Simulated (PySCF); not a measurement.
H₂O₃P, SMILES O=[P](O)O, multiplicity 2.

The structure is a stationary point at PBE-D3(BJ)/def2-SVP. The isomer is the one that the SMILES or the coordinates give; other isomers of the formula were not compared. One conformer was computed; it need not be the lowest.

All values below come from TDA-M06-2X/def2-SVPD (PySCF).

Vertical excitations. 

```csv
state,energy (eV),λ (nm),f,main pairs
root 1,3.34,372,0.003,"β HOMO−1→LUMO 81 %, β HOMO→LUMO 13 %"
root 2,3.62,343,0.018,"β HOMO→LUMO 78 %, β HOMO−1→LUMO 13 %"
root 3,5.36,231,0.006,β HOMO−2→LUMO 91 %
root 4,5.87,211,0.025,β HOMO−3→LUMO 88 %
root 5,6.10,203,0.044,"α HOMO→LUMO+1 40 %, α HOMO→LUMO 28 %, α HOMO→LUMO+3 17 %, β HOMO−4→LUMO 5 %"
root 6,6.39,194,0.022,"α HOMO→LUMO 40 %, α HOMO→LUMO+1 27 %, β HOMO−4→LUMO 11 %, β HOMO−5→LUMO 8 %"
root 7,6.58,188,0.031,"α HOMO→LUMO 21 %, β HOMO−4→LUMO 69 %"
root 8,7.04,176,0.045,"α HOMO→LUMO+2 6 %, β HOMO−5→LUMO 68 %"
root 9,7.30,170,0.049,"α HOMO→LUMO+2 52 %, α HOMO→LUMO+5 11 %, β HOMO−5→LUMO 9 %"
root 10,7.72,161,0.001,"α HOMO→LUMO+3 58 %, α HOMO→LUMO+1 24 %"
```
Unrestricted roots are not spin-pure.
